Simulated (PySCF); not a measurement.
HNSi.

```xyz
3

H      0.0000     0.0000    -1.9384
N      0.0000     0.0000    -0.9383
Si     0.0000     0.0000     0.6076
```

The structure is a stationary point at PBE0-D3(BJ)/def2-TZVPD.

The numbers are results of HF/pcSseg-2 (PySCF), not measurements. Non-relativistic, no solvent.

Give the absolute GIAO shielding of each atom: isotropic value and principal components (ppm). (An estimate is asked for; the answer gives what the named calculation found.)


| atom | σ(iso) | σ11 | σ22 | σ33 | span |
|---|---|---|---|---|---|
| H1 | 30.1 | 22.1 | 22.1 | 46.3 | 24.2 |
| N2 | 82.2 | -50.7 | -50.7 | 348.2 | 398.9 |
| Si3 | 410.6 | 176.8 | 176.8 | 878.1 | 701.3 |
